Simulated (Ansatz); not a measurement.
A first, cheap relaxation of FGeH7Si2 (`[F][GeH]([SiH3])[SiH3]`).

```yaml
crystal:
  periodic: [false, false, false]
  atoms:
    - {symbol: F, position_ang: [-2.073600, 1.090500, 0.352200]}
    - {symbol: Ge, position_ang: [-0.475100, 0.813800, -0.166900]}
    - {symbol: Si, position_ang: [0.796700, 0.354500, 1.674800]}
    - {symbol: Si, position_ang: [-0.363900, -0.997800, -1.589100]}
    - {symbol: H, position_ang: [0.098400, 2.050000, -0.919300]}
    - {symbol: H, position_ang: [0.813800, 1.523300, 2.597600]}
    - {symbol: H, position_ang: [2.235900, 0.082800, 1.263200]}
    - {symbol: H, position_ang: [0.327300, -0.810400, 2.372100]}
    - {symbol: H, position_ang: [-0.969000, -2.165600, -0.838200]}
    - {symbol: H, position_ang: [0.948800, -1.274100, -1.978500]}
    - {symbol: H, position_ang: [-1.273900, -0.723900, -2.747300]}
basis:
  gaussian: {orbitals: def2-SVP}
hamiltonian: {xc: pbe, dispersion: d4}
relax: {f_tol: 0.03, max_steps: 200}
```

```sh
$ ansatz run in.yaml --threads 4 --pin off --events-out ev --progress --plain
```

Output, abridged:

```
Functional definition: PBE
mean field -75070.63702280 eV, -2758.7950258824 hartree, gradient 2.5e-5 eV, S^2 0.000000; 0 other end points of the search recorded, 0 dependent functions left out
relax step   1: F+E_penalty+E_count = -75070.89161101 eV  Δ(F+E_penalty+E_count) = +0.000e0 eV  max|allowed force component| = 2.690e0 eV/Å  Δτ_max = 0.0000 Å  (26 SCF iters, accepted)
mean field -75071.03174769 eV, -2758.8095317547 hartree, gradient 1.3e-5 eV, S^2 0.000000; 0 other end points of the search recorded, 0 dependent functions left out
relax step   2: F+E_penalty+E_count = -75071.27535618 eV  Δ(F+E_penalty+E_count) = -3.837e-1 eV  max|allowed force component| = 9.387e-1 eV/Å  Δτ_max = 0.1934 Å  (27 SCF iters, accepted)
mean field -75071.08052007 eV, -2758.8113241066 hartree, gradient 2.5e-5 eV, S^2 0.000000; 0 other end points of the search recorded, 0 dependent functions left out
relax step   3: F+E_penalty+E_count = -75071.32210158 eV  Δ(F+E_penalty+E_count) = -4.675e-2 eV  max|allowed force component| = 2.568e-1 eV/Å  Δτ_max = 0.1925 Å  (27 SCF iters, accepted)
mean field -75071.09566317 eV, -2758.8118806053 hartree, gradient 1.4e-5 eV, S^2 0.000000; 0 other end points of the search recorded, 0 dependent functions left out
relax step   4: F+E_penalty+E_count = -75071.33778695 eV  Δ(F+E_penalty+E_count) = -1.569e-2 eV  max|allowed force component| = 2.028e-2 eV/Å  Δτ_max = 0.0824 Å  (27 SCF iters, accepted)
mean field -75071.09566317 eV, -2758.8118806053 hartree, gradient 1.3e-5 eV, S^2 0.000000; 1 other end points of the search recorded, 0 dependent functions left out
Total energy: -75071.33782693 eV, -2758.8207799591 hartree
Atom 0 at    -2.091160     1.161309     0.330822 Å, force     0.007869    -0.014115    -0.002624 eV/Å
Atom 1 at    -0.422743     0.825789    -0.182204 Å, force     0.006962    -0.020285    -0.005475 eV/Å
Atom 2 at     0.872711     0.398593     1.794986 Å, force     0.003178     0.004800    -0.011266 eV/Å
Atom 3 at    -0.472612    -1.060245    -1.670404 Å, force     0.007709     0.010921     0.015273 eV/Å
Atom 4 at     0.051109     2.119025    -0.912513 Å, force    -0.000540     0.016422    -0.001557 eV/Å
Atom 5 at     0.859347     1.574277     2.731527 Å, force    -0.005043     0.000873     0.000800 eV/Å
Atom 6 at     2.286885     0.130989     1.349760 Å, force     0.005440     0.001616     0.012921 eV/Å
Atom 7 at     0.344243    -0.819860     2.499542 Å, force    -0.006270     0.004327    -0.000740 eV/Å
Atom 8 at    -0.994312    -2.264867    -0.937957 Å, force    -0.007058    -0.004191    -0.005003 eV/Å
Atom 9 at     0.948291    -1.324763    -2.096571 Å, force    -0.007437    -0.006238    -0.008854 eV/Å
Atom 10 at    -1.316360    -0.797148    -2.886388 Å, force    -0.004808     0.005869     0.006526 eV/Å
Dipole moment:     0.347132    -0.113840    -0.088969 e Å
```

Run time 6.5 s (4 threads of a server CPU on a shared host); peak host memory 0.17 GiB.
